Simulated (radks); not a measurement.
Values are calculated unless marked as measured or tabulated.
Q: The mean radii <r> (bohr) of the occupied orbitals of an atom or ion are listed with their occupations. Code: a radial shooting solver on a logarithmic mesh with Libxc functionals. Model: Dirac Kohn-Sham, PBEsol, spin-unpolarised, spherical densities, finite nucleus; Fermi nuclear charge, rms radius of each element as measured or else 0.836 A^(1/3) + 0.57 fm.

orbital     occ.      <r>
1s1/2          2  0.02151
2s1/2          2  0.09099
2p1/2          2  0.07591
2p3/2          4  0.08285
3s1/2          2   0.2391
3p1/2          2   0.2287
3p3/2          4   0.2419
3d3/2          4   0.2141
3d5/2          6   0.2182
4s1/2          2   0.5416
4p1/2          2   0.5528
4p3/2          4   0.5831
4d3/2          4   0.6178
4d5/2          6   0.6286
5s1/2          2    1.327
5p1/2          2    1.498
5p3/2          4    1.602
4f5/2    3.85714   0.8919
4f7/2    5.14286   0.9116
6s1/2          1    3.753

Name the element and its charge. Open shells, if any, are shared by 2j + 1.

A: Z = 65, terbium, charge +1: Tb+ in [Xe] 4f9 6s1. The 1s radius gives Z: for a bare nucleus <r> = (2 gamma + 1)/(2Z) with gamma = sqrt(1 - (Z/c)^2), 0.02124 bohr for Z = 65, and screening makes it slightly larger (0.02151 here). The occupations add up to 64, and the charge is Z minus that.
